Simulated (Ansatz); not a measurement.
Molecular dynamics of ClH3Sn

Input file:

```yaml
crystal:
  periodic: [false, false, false]
  atoms:
    - { symbol: Sn, position_ang: [0.243926, 0.0, -0.437593] }
    - { symbol: Cl, position_ang: [1.315509, 0.0, 2.011297] }
    - { symbol: H, position_ang: [1.84307, 0.0, 0.393239] }
    - { symbol: H, position_ang: [-0.804952, 1.363986, -0.349271] }
    - { symbol: H, position_ang: [-0.804952, -1.363986, -0.349271] }
basis:
  gaussian: { orbitals: def2-SVP }
hamiltonian:
  xc: cam_b3lyp
  dispersion: d4
md:
  timestep: 0.5
  n_steps: 200
  ensemble: nve
  temperature: 300.0
  initial_velocities: maxwell_boltzmann
  seed: 2589
```

Launched with:

```bash
$ ansatz run input.yaml --threads 2 --pin off --max-ram 3072MiB --backend cpu --events-out ev --progress --plain --runs-dir out
```

It starts at the highest image of a converged band, a first-order saddle point between two minima.

Output, in part (step lines, the closing report, with atoms numbered from 0):

```
md step     0: t =     0.00 fs  T =   300.0 K  F+E_penalty+E_count = -18397.09815366 eV  E_kin = 0.116334 eV  conserved = -18396.98181966 eV  (25 SCF iters)
md step     1: t =     0.50 fs  T =   296.3 K  F+E_penalty+E_count = -18397.09671778 eV  E_kin = 0.114911 eV  conserved = -18396.98180697 eV  (27 SCF iters)
md step     2: t =     1.00 fs  T =   285.9 K  F+E_penalty+E_count = -18397.09262903 eV  E_kin = 0.110856 eV  conserved = -18396.98177343 eV  (27 SCF iters)
md step     3: t =     1.50 fs  T =   270.0 K  F+E_penalty+E_count = -18397.08641083 eV  E_kin = 0.104687 eV  conserved = -18396.98172344 eV  (27 SCF iters)
md step     4: t =     2.00 fs  T =   250.6 K  F+E_penalty+E_count = -18397.07885073 eV  E_kin = 0.097188 eV  conserved = -18396.98166273 eV  (31 SCF iters)
md step     5: t =     2.50 fs  T =   230.3 K  F+E_penalty+E_count = -18397.07090283 eV  E_kin = 0.089303 eV  conserved = -18396.98159942 eV  (32 SCF iters)
md step     6: t =     3.00 fs  T =   211.5 K  F+E_penalty+E_count = -18397.06356243 eV  E_kin = 0.082021 eV  conserved = -18396.98154187 eV  (32 SCF iters)
md step     7: t =     3.50 fs  T =   196.6 K  F+E_penalty+E_count = -18397.05773421 eV  E_kin = 0.076236 eV  conserved = -18396.98149780 eV  (26 SCF iters)
[... lines left out ...]
Total energy: -18397.70451377 eV, -676.1031704689 hartree
Atom 0 at     0.140265    -0.000614    -0.666155 Å, force    -0.056689    -0.960695     0.236899 eV/Å
Atom 1 at     1.649515    -0.025410     2.705289 Å, force    -0.120730    -0.012074    -0.182584 eV/Å
Atom 2 at     2.603116     0.782008     2.396926 Å, force     0.022608     0.015715    -0.015293 eV/Å
Atom 3 at    -0.778993     1.375675    -0.163584 Å, force    -0.347041     0.399688     0.204438 eV/Å
Atom 4 at    -1.129583    -1.191734    -0.028136 Å, force     0.501852     0.557366    -0.243459 eV/Å
Dipole moment:     0.395516     0.214105     0.028040 e Å
```

The steps, from the saved trajectory:

| time (fs) | T (K) | potential energy less start (eV) | conserved less start (meV/atom) |
| --- | --- | --- | --- |
| 0 | 300 | 0.000 | 0.00 |
| 3 | 212 | 0.035 | 0.06 |
| 6 | 215 | 0.033 | 0.05 |
| 9 | 326 | -0.010 | 0.03 |
| 12 | 449 | -0.057 | 0.05 |
| 15 | 624 | -0.126 | -0.07 |
| 18 | 930 | -0.244 | -0.02 |
| 21 | 1166 | -0.336 | -0.07 |
| 24 | 1172 | -0.338 | 0.12 |
| 27 | 1753 | -0.565 | -0.29 |
| 30 | 1731 | -0.555 | -0.04 |
| 33 | 1599 | -0.504 | 0.01 |
| 36 | 1641 | -0.520 | 0.03 |
| 39 | 1928 | -0.632 | -0.25 |
| 42 | 1758 | -0.566 | -0.14 |
| 45 | 1518 | -0.472 | 0.05 |
| 48 | 1515 | -0.472 | -0.05 |
| 51 | 1270 | -0.376 | 0.00 |
| 54 | 1309 | -0.393 | -0.29 |
| 57 | 1009 | -0.275 | 0.11 |
| 60 | 1163 | -0.335 | -0.13 |
| 63 | 961 | -0.255 | 0.22 |
| 66 | 1397 | -0.427 | -0.33 |
| 69 | 1055 | -0.292 | 0.16 |
| 72 | 1454 | -0.449 | -0.24 |
| 75 | 1334 | -0.400 | 0.25 |
| 78 | 1668 | -0.532 | -0.22 |
| 81 | 1387 | -0.421 | 0.17 |
| 84 | 1887 | -0.617 | -0.34 |
| 87 | 1703 | -0.544 | 0.08 |
| 90 | 1720 | -0.551 | -0.05 |
| 93 | 1622 | -0.512 | 0.08 |
| 96 | 1890 | -0.618 | -0.25 |
| 99 | 1762 | -0.568 | -0.13 |

The run went to its last step. The conserved energy stayed within 0.35 meV per atom of its start (net change -0.3 meV per atom), so the integration is sound. The kinetic energy rose, since the run started high on the potential surface and went downhill. It ends in pieces (ClH + H2Sn), so much of that is their flight and rotation, not heat. A run of 0.1 ps of so small a system gives no equilibrium averages. The orbitals stay closed-shell, which can raise the energy where a bond breaks towards radicals; this wasn't checked here.

Between its relaxed ends the band would form Cl2–H3 and break Sn1–H3. These pairs go: Cl2–H3 1.70 → 1.29 Å, Sn1–H3 1.80 → 4.01 Å. In the last frame they stand as after the step (other bonds may differ from the relaxed reactants and products). Also parted: Sn1–Cl2 2.67 → 3.69 Å. It ends as ClH + H2Sn. Pairs count as bonded within 1.25 times the sum of covalent radii (0.12 Å more for H–H).

Last frame:

```xyz
5
Properties=species:S:1:pos:R:3
Sn 0.140 -0.001 -0.666
Cl 1.649 -0.025 2.705
H 2.603 0.782 2.397
H -0.779 1.376 -0.164
H -1.130 -1.192 -0.028
```

The run took 2.1 min on 2 threads of AMD EPYC 9R45 96-Core Processor (Zen 5), on a shared host, peak memory 0.14 GiB.
